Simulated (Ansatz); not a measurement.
Coupled-cluster run, `CO[SiH2]F`.

```yaml
crystal:
  periodic: [false, false, false]
  atoms:
    - {symbol: C, position_ang: [-0.280151, 1.150704, -0.688409]}
    - {symbol: O, position_ang: [-0.743622, -0.064236, -0.137979]}
    - {symbol: Si, position_ang: [0.168871, -1.127669, 0.679938]}
    - {symbol: F, position_ang: [1.201979, -1.865174, -0.290096]}
    - {symbol: H, position_ang: [0.189553, 0.979012, -1.660793]}
    - {symbol: H, position_ang: [-1.135914, 1.813647, -0.822990]}
    - {symbol: H, position_ang: [0.443391, 1.643456, -0.028981]}
    - {symbol: H, position_ang: [-0.748151, -2.141729, 1.231943]}
    - {symbol: H, position_ang: [0.992444, -0.434213, 1.700268]}
basis:
  gaussian: {orbitals: def2-SVP}
correlation: {method: ccsd_t}
```

```sh
$ ansatz run in.yaml --threads 2 --pin off --events-out ev --progress --plain
```

The program prints (abridged):

```
Functional definition: HF
824 factors; integrals over basis functions are off by at most 1.5e-3 eV
mean field evaluation 1: about -13707.7848 eV, gradient 3.5e1 eV
mean field evaluation 2: about -13707.7876 eV, gradient 3.5e1 eV
mean field evaluation 4: about -13710.2691 eV, gradient 2.8e0 eV
mean field evaluation 8: about -13710.2920 eV, gradient 1.7e-1 eV
mean field evaluation 16: about -13710.2880 eV, gradient 4.8e-1 eV
mean field -13710.29202558 eV, -503.8439387702 hartree, gradient 1.5e-6 eV, S^2 0.000000; 0 other end points of the search recorded, 0 dependent functions left out
8 core orbitals not correlated: weight in the atoms' cores, before any rotation towards them, 1.000 or more for the frozen orbitals, at most 0.000 for the correlated occupied ones
reference -13710.29202558 eV, -503.8439387702 hartree; 13, 13 occupied and 64, 64 virtual orbitals, 824 factors
second order -16.56204877 eV of doubles, -0.00000000 eV of singles
cycle   1  -17.05070830 eV  change   -4.9e-1 eV  update   9.1e-2
cycle   2  -17.46748490 eV  change   -4.2e-1 eV  update   2.5e-2
cycle   3  -17.57197362 eV  change   -1.0e-1 eV  update   1.3e-2
cycle   4  -17.56711244 eV  change    4.9e-3 eV  update   2.6e-3
cycle   5  -17.56669272 eV  change    4.2e-4 eV  update   1.0e-3
cycle   6  -17.56698750 eV  change   -2.9e-4 eV  update   3.1e-4
cycle   7  -17.56682131 eV  change    1.7e-4 eV  update   1.0e-4
cycle   8  -17.56677852 eV  change    4.3e-5 eV  update   3.1e-5
cycle   9  -17.56678907 eV  change   -1.1e-5 eV  update   9.6e-6
perturbative correction -0.35223310 eV, -0.0129443277 hartree
Total energy: -13728.21104774 eV, -504.5024506889 hartree
```

It took 3.4 s on 2 threads of a server CPU on a shared host, with 0.28 GiB of host memory at the peak.

MP2 recovers 92.4 % of the CCSD(T) correlation energy and the triples give 2.0 %; T1 = 0.0112.
